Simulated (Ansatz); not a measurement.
Reaction (ligand exchange at the Si–C bond): `C[SiH2]CCl` + `[SH][Ti]([Cl])([Cl])[Cl]` → `C[SiH2][S][Ti]([Cl])([Cl])[Cl]` + `CCl`

Computed with Ansatz on PBE0-D4/def2-TZVP structures; ΔE is electronic, products minus reactants. CCSD(T)/CBS is the MP2 limit (def2-TZVPP, def2-QZVPP) plus CCSD(T) − MP2 in def2-TZVPP, frozen cores. This one scheme is used for every species. Functionals use def2-TZVPP. For Ti outer-core shells are correlated without core-valence functions, which leaves a few kJ/mol of doubt a bond. Scalar relativity is left out up to krypton. Each species was taken in one conformer, which may not be the lowest.

CCSD(T)/CBS gives -91.1 kJ/mol.

Another level gave -80.2 kJ/mol. Which?
A. MP2/def2-TZVPP
B. r2SCAN/def2-TZVPP
C. PBE/def2-TZVPP
D. PBE-QIDH/def2-TZVPP

C. PBE -80.2, r2SCAN -85.5, MP2/def2-TZVPP -97.3, PBE-QIDH -90.8 kJ/mol.

Largest T1 diagnostic among the species: 0.026, so the coupled-cluster value is less sure than usual.

The D4 term adds −12.0 kJ/mol with B3LYP and −7.1 kJ/mol with PBE0; it sums over pairs of atoms, weighted by their polarisabilities, and B3LYP, whose exchange is more repulsive, gets the larger term. From BLYP to BHLYP (50 % exact exchange), in def2-TZVPP and without D4, ΔE moves by −5.9 kJ/mol.

CCSD(T)/CBS has its own doubt, a few kJ/mol and more with outer-core shells, so smaller differences from it don't rank the levels.

B3LYP here is the variant with VWN-RPA as its local correlation; programs differ in this.
